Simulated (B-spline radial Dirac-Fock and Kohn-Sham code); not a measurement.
Level of theory: Dirac-Fock energy differences between relaxed states, corrected for Breit and QED terms; a radial B-spline solver. Free neutral atoms.

Q: Order these X-ray lines by photon energy, lowest first.
A. Xe Lγ5
B. I Lβ2
C. Ba Lβ1
D. Nd Lγ1
E. Ba Lγ2
F. Pm Lγ3

A: B (4509.6 eV), C (4828.3 eV), A (4885.0 eV), E (5790.3 eV), D (6598.7 eV), F (7186.3 eV).

Values without a named source are computed, but for edge energies of neutral atoms, which are taken from tables.
